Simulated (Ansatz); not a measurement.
Abridged output of a molecular run in Ansatz:

```
Functional definition: HF
801 factors; integrals over basis functions are off by at most 1.3e-3 eV
mean field evaluation 1: about -23129.3958 eV, gradient 3.1e1 eV
mean field evaluation 2: about -23129.4398 eV, gradient 3.1e1 eV
mean field evaluation 4: about -23131.8635 eV, gradient 3.0e0 eV
mean field evaluation 8: about -23131.9087 eV, gradient 1.7e-1 eV
mean field -23131.90887319 eV, -850.0819717188 hartree, gradient 1.5e-6 eV, S^2 0.000000; 0 other end points of the search recorded, 0 dependent functions left out
12 core orbitals not correlated: weight in the atoms' cores, before any rotation towards them, 1.000 or more for the frozen orbitals, at most 0.000 for the correlated occupied ones
reference -23131.90887319 eV, -850.0819717188 hartree; 12, 12 occupied and 60, 60 virtual orbitals, 801 factors
second order -13.70652914 eV of doubles, -0.00000000 eV of singles
cycle   1  -14.47310634 eV  change   -7.7e-1 eV  update   9.3e-2
cycle   2  -14.86576143 eV  change   -3.9e-1 eV  update   2.8e-2
cycle   3  -14.95763972 eV  change   -9.2e-2 eV  update   1.5e-2
cycle   4  -14.95157668 eV  change    6.1e-3 eV  update   4.1e-3
cycle   5  -14.95034091 eV  change    1.2e-3 eV  update   1.4e-3
cycle   6  -14.95035346 eV  change   -1.3e-5 eV  update   4.2e-4
cycle   7  -14.95017251 eV  change    1.8e-4 eV  update   1.3e-4
cycle   8  -14.95019489 eV  change   -2.2e-5 eV  update   4.4e-5
cycle   9  -14.95021175 eV  change   -1.7e-5 eV  update   1.6e-5
perturbative correction -0.37686382 eV, -0.0138494899 hartree
Total energy: -23147.23594876 eV, -850.6452313568 hartree
```

Its atoms:

Cartesian coordinates in Å:
```
O 1.8415 0.0669 0.1833
B 0.6115 0.5012 -0.1359
Si -1.0312 -0.6450 0.1479
Cl 0.4196 2.1281 -0.8283
H 2.5414 0.7049 0.0002
H -0.6944 -1.9669 0.7384
H -1.7133 -0.8551 -1.1579
H -1.9750 0.0660 1.0525
```

(1) Which basis set was used?
A. def2-SVPD
B. cc-pV(T+d)Z
C. def2-QZVPP
D. def2-SVP

(2) Write the keys of the input that set method, charge and spin (a neutral closed shell needs none for the last two).

Answers

(1) D. It gives 84 functions.

(2) 
```yaml
correlation: {method: ccsd_t}
```
